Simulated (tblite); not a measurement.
HF$_{5}$OW, singlet, at a GFN2-xTB geometry (such geometries of metal compounds can be far from the true shape); GFN1-xTB in tblite 0.6.0.

Input for tblite:
```
$ tblite run mol.xyz --method gfn1 --charge 0 --spin 0 --json tblite.json --no-restart

# file mol.xyz
8

W      0.00634034    -0.01303555     0.00301076
F     -0.78081071     1.60532460    -0.37077427
F      1.41436142     0.93232006     0.77031304
F      0.84277491     0.09380034    -1.65648816
F     -0.89290696     0.00926971     1.63268256
F     -1.46449346    -0.82925000    -0.79411864
O      0.78305903    -1.60994707     0.37184191
H      1.19601609    -2.45897504     0.56793790
```

The log (banner, timings and long lists left out):

```
xTB calculator
 | screened Coulomb repulsion
 | Coulomb electrostatics
 |  * isotropic Klopman-Ohno-Mataga-Nishimoto electrostatics
 |  * onsite third-order electrostatics
 | DFT-D3(BJ) dispersion correction

halogen bonding energy    0.0000000000000E+00 Eh
repulsion energy          5.5419160078411E-02 Eh
dispersion energy        -2.2138494771127E-03 Eh
number of electrons       4.8000000000000E+01 e
integral cutoff           3.6814730210589E+01 bohr

------------------------------------------------------------
  cycle        total energy    energy error   density error
------------------------------------------------------------
      1     -33.47593797521  -3.3529143E+01   1.1031293E+00
      2     -33.62287660237  -1.4693863E-01   4.9491710E-01
      3     -33.64629712112  -2.3420519E-02   1.0553813E-01
      4     -33.64593088394   3.6623717E-04   2.3964010E-02
      5     -33.64684101069  -9.1012675E-04   6.6575344E-03
      6     -33.64693441969  -9.3409006E-05   3.6074220E-04
      7     -33.64693456429  -1.4459984E-07   9.7391076E-05
      8     -33.64693456891  -4.6118345E-09   5.5135242E-05
      9     -33.64693457250  -3.5957655E-09   4.9465838E-06
------------------------------------------------------------

electronic energy        -3.3700139883103E+01 Eh
total energy             -3.3646934572502E+01 Eh

Post processing:
 | Mayer-Wiberg bond orders

[Info] JSON dump of results written to 'tblite.json'
```
